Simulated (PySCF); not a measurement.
# Excitation energy of P by level of theory

P [Ne] 3s2 3p3 (4S) → P [Ne] 3s1 3p4, s spin flipped, as a difference of total energies. All numbers are calculated (PySCF 2.14, the non-relativistic Hamiltonian (point nucleus), in def2-TZVPPD (6s5p4d1f, 48 functions)). Correlated levels: valence: [Ne] frozen. The calculations carry no spin-orbit coupling.

```tsv
method	excitation energy (cm⁻¹)
UHF	105500
MP2 (valence)	93270
SCS-MP2 (valence)	90781
```

The upper determinant mixes two multiplicities, so it lies between the two terms.

The upper state lies above the first ionisation limit, where it may autoionise and the basis confines it.

The coupled-cluster amplitudes are large for the upper state (T1 above 0.03 or a double amplitude above 0.15), so a single reference is strained.
